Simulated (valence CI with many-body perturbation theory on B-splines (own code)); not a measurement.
# E1 line list for Ir⁴⁶⁺

Method: relativistic CI+MBPT: three valence electrons over a frozen Dirac-Fock core [Ar] 3d10, radial functions for each j: 11 s, 11 p, 9 d, 7 f, 5 g, 2 h, 1 i, with the one-electron correlation potential Σ1, the two-electron term Σ2, the three-electron term Σ3, Breit, model QED; selected CI, second order for the rest (own B-spline code, finite nucleus).

The last digits are not significant, and no measured levels were compared; by estimate large intervals hold to a few tenths of a per cent, small ones and those within an open d or f shell to about a per cent.

Lines 151 to 200 of 275 in falling wavelength, among levels below 665.86 eV, chosen from the strongest by gf and those to the six lowest levels. Wavelengths and rates use the calculated energies. Electric multipoles are in the length gauge, E1 and E2 with the static RPA response of the core. Weak lines are less certain than strong ones. Lines between different terms over intervals too small for the method are left out, as are lines whose strength nearly cancels. The highest levels of a list are the least certain.

Levels are named by their leading jj configuration (3d3/2^4 stands for four electrons in 3d with j = 3/2), which in mixed levels can hold well under half, so a name can repeat and another be missing. Letters in brackets count levels of one name in rising energy.

| λ vac (nm) | Upper | Lower | A (s⁻¹) | S (a.u.) |
| --- | --- | --- | --- | --- |
| 5.320 | (4p1/2 4p3/2 4d3/2) J=5/2 [b] | (4s 4p1/2 4d3/2) J=3/2 [b] | 5.57e+11 | 2.48e-01 |
| 5.313 | (4s 4p1/2 4p3/2) J=3/2 [b] | (4s^2 4p1/2) J=1/2 | 4.94e+11 | 1.46e-01 |
| 5.312 | (4p1/2^2 4p3/2) J=3/2 | (4s 4p1/2^2) J=1/2 | 3.26e+11 | 9.65e-02 |
| 5.311 | (4p1/2 4p3/2 4d5/2) J=3/2 [a] | (4s 4p1/2 4d5/2) J=5/2 [a] | 1.73e+11 | 5.11e-02 |
| 5.303 | (4p1/2 4p3/2 4d3/2) J=1/2 [b] | (4s 4p1/2 4d3/2) J=1/2 | 3.40e+11 | 5.01e-02 |
| 5.291 | (4p3/2^3) J=3/2 | (4s 4p3/2^2) J=1/2 | 4.03e+11 | 1.18e-01 |
| 5.291 | (4s 4p3/2 4d5/2) J=7/2 [b] | (4s^2 4d5/2) J=5/2 | 4.98e+11 | 2.91e-01 |
| 5.286 | (4p1/2 4p3/2 4d5/2) J=7/2 [b] | (4s 4p1/2 4d5/2) J=5/2 [b] | 1.25e+11 | 7.29e-02 |
| 5.280 | (4p1/2 4p3/2 4d5/2) J=5/2 [a] | (4s 4p1/2 4d5/2) J=5/2 [a] | 4.89e+10 | 2.13e-02 |
| 5.279 | (4p1/2 4p3/2 4d3/2) J=5/2 [a] | (4s 4p1/2 4d3/2) J=3/2 [a] | 2.26e+11 | 9.85e-02 |
| 5.261 | (4p1/2 4p3/2 4d5/2) J=5/2 [b] | (4s 4p1/2 4d5/2) J=3/2 | 1.15e+11 | 4.95e-02 |
| 5.260 | (4s 4p3/2^2) J=1/2 | (4s^2 4p3/2) J=3/2 | 6.60e+11 | 9.48e-02 |
| 5.258 | (4s 4p1/2 4p3/2) J=1/2 | (4s^2 4p1/2) J=1/2 | 9.32e+11 | 1.34e-01 |
| 5.250 | (4p1/2 4p3/2 4d3/2) J=1/2 [a] | (4s 4p1/2 4d3/2) J=3/2 [a] | 6.25e+11 | 8.93e-02 |
| 5.249 | (4p1/2 4p3/2 4d3/2) J=3/2 [a] | (4s 4p1/2 4d3/2) J=3/2 [a] | 4.65e+11 | 1.33e-01 |
| 5.240 | (4s 4p3/2 4d3/2) J=1/2 [b] | (4s^2 4d3/2) J=3/2 | 1.01e+12 | 1.44e-01 |
| 5.239 | (4p1/2 4p3/2 4d5/2) J=1/2 | (4s 4p1/2 4d5/2) J=3/2 | 2.63e+11 | 3.74e-02 |
| 5.232 | (4p1/2 4p3/2 4d5/2) J=3/2 [b] | (4s 4p1/2 4d5/2) J=5/2 [b] | 3.52e+11 | 9.94e-02 |
| 5.228 | (4p1/2 4p3/2 4d3/2) J=7/2 | (4s 4p1/2 4d3/2) J=5/2 | 6.84e+11 | 3.86e-01 |
| 5.218 | (4p1/2 4p3/2^2) J=3/2 | (4s 4p1/2 4p3/2) J=5/2 | 6.12e+10 | 1.72e-02 |
| 5.213 | (4p1/2 4p3/2^2) J=5/2 | (4s 4p1/2 4p3/2) J=5/2 | 3.18e+11 | 1.33e-01 |
| 5.179 | (4s 4p3/2^2) J=3/2 | (4s^2 4p3/2) J=3/2 | 1.39e+12 | 3.82e-01 |
| 5.168 | (4s 4p3/2 4d3/2) J=5/2 [b] | (4s^2 4d3/2) J=3/2 | 1.61e+12 | 6.59e-01 |
| 5.155 | (4p1/2 4p3/2 4d5/2) J=7/2 [b] | (4s 4p1/2 4d5/2) J=7/2 | 1.82e+11 | 9.85e-02 |
| 5.151 | (4s 4p3/2 4d5/2) J=3/2 [b] | (4s^2 4d5/2) J=5/2 | 6.64e+11 | 1.79e-01 |
| 5.075 | (4s 4p3/2 4d5/2) J=3/2 [a] | (4s^2 4d3/2) J=3/2 | 8.99e+10 | 2.32e-02 |
| 5.069 | (4s 4p3/2 4d5/2) J=5/2 [b] | (4s^2 4d5/2) J=5/2 | 6.00e+11 | 2.31e-01 |
| 5.029 | (4p1/2 4p3/2^2) J=3/2 | (4s 4p1/2 4p3/2) J=3/2 [a] | 4.72e+11 | 1.19e-01 |
| 5.024 | (4p1/2 4p3/2^2) J=5/2 | (4s 4p1/2 4p3/2) J=3/2 [a] | 1.89e+09 | 7.11e-04 |
| 4.993 | (4p1/2 4p3/2 4d3/2) J=5/2 [b] | (4s 4p1/2 4d3/2) J=5/2 | 8.34e+10 | 3.07e-02 |
| 4.990 | (4p1/2 4p3/2 4d5/2) J=5/2 [b] | (4s 4p1/2 4d5/2) J=5/2 [a] | 2.34e+11 | 8.61e-02 |
| 4.966 | (4p3/2^3) J=3/2 | (4s 4p3/2^2) J=5/2 | 2.30e+11 | 5.57e-02 |
| 4.891 | (4p1/2 4p3/2^2) J=1/2 | (4s 4p1/2 4p3/2) J=3/2 [a] | 2.54e+10 | 2.93e-03 |
| 4.843 | (4p1/2 4p3/2 4d3/2) J=5/2 [b] | (4s 4p1/2 4d3/2) J=3/2 [a] | 7.32e+10 | 2.46e-02 |
| 4.779 | (4s^2 4f5/2) J=5/2 | (4s 4p1/2 4p3/2) J=3/2 [b] | 1.69e+11 | 5.46e-02 |
| 4.778 | (4s 4p1/2 4f5/2) J=5/2 [b] | (4p1/2^2 4p3/2) J=3/2 | 7.15e+10 | 2.31e-02 |
| 4.577 | (4s 4p1/2 4d3/2) J=3/2 [a] | (4s 4p1/2^2) J=1/2 | 3.36e+10 | 6.36e-03 |
| 4.558 | (4s^2 4f5/2) J=5/2 | (4s 4p1/2 4p3/2) J=5/2 | 7.89e+09 | 2.21e-03 |
| 4.552 | (4p1/2 4p3/2 4d3/2) J=5/2 [a] | (4p1/2^2 4p3/2) J=3/2 | 9.00e+10 | 2.51e-02 |
| 4.550 | (4s 4p3/2 4d3/2) J=3/2 [a] | (4s 4p1/2 4p3/2) J=3/2 [b] | 1.03e+09 | 1.92e-04 |
| 4.549 | (4s 4p3/2 4d3/2) J=1/2 [a] | (4s 4p1/2 4p3/2) J=3/2 [b] | 3.06e+10 | 2.84e-03 |
| 4.546 | (4s 4p3/2 4d3/2) J=5/2 [a] | (4s 4p1/2 4p3/2) J=3/2 [b] | 3.91e+10 | 1.09e-02 |
| 4.440 | (4s^2 4f7/2) J=7/2 | (4s 4p1/2 4p3/2) J=5/2 | 2.35e+11 | 8.11e-02 |
| 4.412 | (4s^2 4f5/2) J=5/2 | (4s 4p1/2 4p3/2) J=3/2 [a] | 1.92e+10 | 4.89e-03 |
| 4.349 | (4s 4p3/2 4d3/2) J=3/2 [a] | (4s 4p1/2 4p3/2) J=5/2 | 2.21e+11 | 3.59e-02 |
| 4.348 | (4s 4p3/2 4d3/2) J=3/2 [b] | (4s 4p1/2 4p3/2) J=1/2 | 6.16e+11 | 1.00e-01 |
| 4.346 | (4s 4p3/2 4d3/2) J=5/2 [a] | (4s 4p1/2 4p3/2) J=5/2 | 8.08e+11 | 1.96e-01 |
| 4.311 | (4s 4p3/2 4d3/2) J=3/2 [b] | (4s 4p1/2 4p3/2) J=3/2 [b] | 6.11e+11 | 9.67e-02 |
| 4.268 | (4p1/2 4p3/2 4d3/2) J=3/2 [b] | (4p1/2^2 4p3/2) J=3/2 | 1.60e+12 | 2.46e-01 |
| 4.265 | (4s 4p3/2 4d3/2) J=7/2 | (4s 4p1/2 4p3/2) J=5/2 | 8.84e+11 | 2.71e-01 |
